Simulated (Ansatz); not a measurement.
A CCSD(T) single point on `[NH2][V]([NH2])(=[S])[Cl]`.

```yaml
crystal:
  periodic: [false, false, false]
  atoms:
    - {symbol: N, position_ang: [-1.185902, 0.855176, -0.530361]}
    - {symbol: V, position_ang: [0.407848, 0.007914, -0.404447]}
    - {symbol: N, position_ang: [0.547290, -0.948072, 1.125311]}
    - {symbol: S, position_ang: [0.565182, -1.250567, -1.939851]}
    - {symbol: Cl, position_ang: [1.980400, 1.511388, -0.412834]}
    - {symbol: H, position_ang: [-1.525620, 1.465344, 0.201956]}
    - {symbol: H, position_ang: [-1.846947, 0.772885, -1.287234]}
    - {symbol: H, position_ang: [0.394671, -0.527550, 2.033004]}
    - {symbol: H, position_ang: [0.751478, -1.932817, 1.197255]}
basis:
  gaussian: {orbitals: def2-SVP}
correlation: {method: ccsd_t}
```

```sh
$ ansatz run in.yaml --threads 4 --pin off --events-out ev --progress --plain --max-ram 10444MiB
```

The program prints (abridged):

```
Functional definition: HF
  name "HF"
  cite "Fock, Z. Phys. 61, 126 (1930) doi:10.1007/BF01340294"
  parent pbe
  exchange = exact_x
  correlation = 0
1162 factors; integrals over basis functions are off by at most 1.2e-3 eV
mean field evaluation 1: about -51977.6242 eV, gradient 7.1e1 eV
mean field evaluation 2: about -51977.7780 eV, gradient 7.1e1 eV
mean field evaluation 4: about -51989.0548 eV, gradient 3.0e1 eV
mean field evaluation 8: about -51990.8307 eV, gradient 5.5e-1 eV
mean field evaluation 16: about -51990.8572 eV, gradient 2.2e-4 eV
mean field evaluation 128: about -51985.4242 eV, gradient 4.5e-3 eV
mean field -51990.85722205 eV, -1910.6287622416 hartree, gradient 3.7e-6 eV, S^2 0.000000; 3 other end points of the search recorded, 0 dependent functions left out; unrestricted orbitals would lower it
unrestricted determinant -51992.09663153 eV, -1910.6743097000 hartree, S^2 0.9207
17 core orbitals not correlated: weight in the atoms' cores, before any rotation towards them, 1.000 or more for the frozen orbitals, at most 0.000 for the correlated occupied ones
reference -51990.85722205 eV, -1910.6287622416 hartree; 20, 20 occupied and 78, 78 virtual orbitals, 1162 factors
second order -30.94065409 eV of doubles, -0.00000000 eV of singles
cycle   1  -24.47154380 eV  change     6.5e0 eV  update   5.7e-1
cycle   2  -28.44368774 eV  change    -4.0e0 eV  update   7.9e-1
cycle   3  -28.90313978 eV  change   -4.6e-1 eV  update   8.9e-2
cycle   4  -28.90961791 eV  change   -6.5e-3 eV  update   5.9e-2
cycle   5  -28.89465833 eV  change    1.5e-2 eV  update   2.6e-2
cycle   6  -28.94345432 eV  change   -4.9e-2 eV  update   1.1e-2
cycle   7  -28.92540337 eV  change    1.8e-2 eV  update   5.8e-3
cycle   8  -28.91299742 eV  change    1.2e-2 eV  update   3.6e-3
cycle   9  -28.91586592 eV  change   -2.9e-3 eV  update   1.1e-3
cycle  10  -28.91716121 eV  change   -1.3e-3 eV  update   6.8e-4
cycle  11  -28.91729553 eV  change   -1.3e-4 eV  update   3.0e-4
cycle  12  -28.91727567 eV  change    2.0e-5 eV  update   2.4e-4
cycle  13  -28.91726627 eV  change    9.4e-6 eV  update   1.1e-4
cycle  14  -28.91722270 eV  change    4.4e-5 eV  update   5.0e-5
cycle  15  -28.91722783 eV  change   -5.1e-6 eV  update   2.9e-5
perturbative correction -2.26716820 eV, -0.0833168947 hartree
Total energy: -52022.04161809 eV, -1911.7747676583 hartree
```

Hardware: 4 threads of an Arm Neoverse V2 on a shared host. Wall time 17 s, peak host memory 0.6 GiB.

Correlation energy per correlated electron: -0.780 eV. T1 diagnostic: 0.0349.
